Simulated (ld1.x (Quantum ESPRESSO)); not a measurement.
An all-electron radial function and its pseudo partner (carbon)

Columns: radius, all-electron u(r) and pseudo u(r) of the 2p shell (level -5.29 eV) of carbon in the configuration [He] 2s2 2p2; PBE, scalar-relativistic, ultrasoft scheme, ld1.x (Quantum ESPRESSO) 7.5.

| r (bohr) | all-electron | pseudo |
| --- | --- | --- |
| 0.082 | 0.0335 | 0.0093 |
| 0.165 | 0.1080 | 0.0371 |
| 0.248 | 0.1974 | 0.0817 |
| 0.330 | 0.2868 | 0.1394 |
| 0.413 | 0.3715 | 0.2082 |
| 0.495 | 0.4459 | 0.2824 |
| 0.578 | 0.5106 | 0.3597 |
| 0.660 | 0.5645 | 0.4341 |
| 0.742 | 0.6091 | 0.5031 |
| 0.825 | 0.6449 | 0.5646 |
| 0.908 | 0.6718 | 0.6155 |
| 0.990 | 0.6906 | 0.6544 |
| 1.072 | 0.7023 | 0.6818 |
| 1.155 | 0.7080 | 0.6984 |
| 1.238 | 0.7084 | 0.7053 |
| 1.320 | 0.7045 | 0.7044 |
| 1.402 | 0.6969 | 0.6976 |
| 1.485 | 0.6862 | 0.6867 |
| 1.568 | 0.6730 | 0.6731 |
| 1.650 | 0.6581 | 0.6581 |
| 1.733 | 0.6415 | 0.6415 |
| 1.815 | 0.6239 | 0.6239 |
| 1.898 | 0.6053 | 0.6053 |
| 1.980 | 0.5864 | 0.5864 |
| 2.062 | 0.5671 | 0.5671 |
| 2.145 | 0.5474 | 0.5474 |

Question: How many radial nodes do the two functions have?

Answer: The all-electron 2p function has n − l − 1 = 0; the pseudo-wave has 0.

Question: At about which radius was the pseudo-wave matched?

Answer: 1.65 bohr. The columns agree to 0.0005 from 1.49 bohr on; several derivatives are matched, so the curves merge somewhat inside the radius.

Question: Where does each function peak?

Answer: Outermost all-electron maximum near 1.24 bohr, pseudo maximum near 1.24 bohr (to the table’s step).

Question: Is the pseudo-wave norm-conserving?

Answer: No, it belongs to an ultrasoft set: the norm inside the radius is not constrained, and the difference is carried by the augmentation charge.
